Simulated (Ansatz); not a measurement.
A nudged elastic band was laid between two geometries of C$_{2}$H$_{7}$AlSSi (12 atoms, charge 0, multiplicity 1).

All numbers below come from Ansatz 0.2.0, RKS PBE-D4/6-31G*.

```
movable images  : 4
climbing image  : no
spring          : 5.0 eV/Å²
optimiser       : quadratic models (default)
start path      : through a guess of the saddle point
force threshold : 0.03 eV/Å
iteration limit : 60
end points      : relaxed
```

Image 0:

```xyz
12
Properties=species:S:1:pos:R:3
C -1.383 0.409 0.617
C -0.115 0.151 -0.188
Si 1.364 -0.489 0.780
Al -0.099 -0.181 -2.109
S 0.449 1.716 -1.262
H -1.212 1.148 1.424
H -2.213 0.791 -0.004
H -1.722 -0.531 1.091
H 1.900 0.522 1.757
H 2.467 -0.863 -0.171
H 0.975 -1.725 1.547
H -0.333 -1.003 -3.446
```

Image 5:

```xyz
12
Properties=species:S:1:pos:R:3
C -1.291 0.646 0.619
C -0.113 0.133 -0.203
Si 1.360 -0.513 0.772
Al -0.260 -0.483 -2.046
S 0.531 1.449 -1.536
H -0.992 1.473 1.292
H -2.117 1.021 -0.011
H -1.690 -0.171 1.248
H 0.902 -1.563 1.750
H 2.068 0.570 1.539
H 2.345 -1.152 -0.167
H -0.666 -1.466 -3.223
```

**Question.** What changes between the two ends?

**Answer.** No bond is made or broken. The dihedral S5–C2–Si3–H10 goes from -59 to 62°. The two ends are copies of one structure, up to a mirror image or an exchange of like atoms.

**Question.** Give the energies along the band, and the barrier.

**Answer.** The forces met the threshold. The highest image is number 3 of 0 to 5, 2.6 kcal/mol above the ends, which have the same energy within 2 meV. No image climbed, so the highest image needn't sit at the top of the path.

| image | path coordinate (Å) | energy (kcal/mol) | dihedral S5–C2–Si3–H10 (°) |
| --- | --- | --- | --- |
| 0 | 0.00 | 0.0 | -59 |
| 1 | 0.93 | 0.9 | -36 |
| 2 | 1.85 | 2.5 | -12 |
| 3 | 2.78 | 2.6 | 14 |
| 4 | 3.71 | 1.0 | 38 |
| 5 | 4.64 | 0.0 | 62 |

**Question.** What is the geometry of the highest image?

**Answer.** 
```xyz
12
Properties=species:S:1:pos:R:3
C -1.299 0.586 0.617
C -0.098 0.143 -0.215
Si 1.379 -0.507 0.781
Al -0.276 -0.401 -2.080
S 0.495 1.519 -1.511
H -1.036 1.385 1.337
H -2.130 0.964 -0.004
H -1.682 -0.272 1.201
H 1.028 -0.587 2.243
H 2.592 0.360 0.621
H 1.762 -1.896 0.339
H -0.659 -1.347 -3.295
```

Time of the run: 100 s on 2 threads of Arm Neoverse V1, on a shared host, peak memory 0.15 GiB.
